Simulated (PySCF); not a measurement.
**Working out the ionisation energy of Mo**

Mo [Kr] 4d5 5s1 (7S) → Mo⁺ [Kr] 4d5 (6S). All numbers are calculated (PySCF 2.14, scalar relativity by spin-free X2C-1e, in aug-cc-pVTZ-DK (9s8p6d3f2g, 102 functions)). Frozen: [Kr]. Energies in hartree (1 hartree = 27.21139 eV):

```tsv
part	Mo (lower)	Mo⁺ (upper)
UHF	-4046.080231	-4045.850505
CCSD correlation	-0.088258	-0.065915
(T)	-0.002654	-0.001205
```

**Question.** What does Hartree-Fock give?

**Answer.** (-4045.850505) − (-4046.080231) = 0.229726 hartree = 6.251 eV.

**Question.** What do CCSD and CCSD(T) give?

**Answer.** The CCSD correlation energies differ by 0.022343 hartree = 0.608 eV and the triples by 0.001449 hartree = 0.039 eV, so CCSD gives 6.859 eV and CCSD(T) 6.898 eV.

Measured between the centres of the two terms (NIST): 7.092 eV, so CCSD(T) (valence) is off by -0.194 eV.

What remains against the reference includes basis incompleteness, the frozen core and higher excitations.
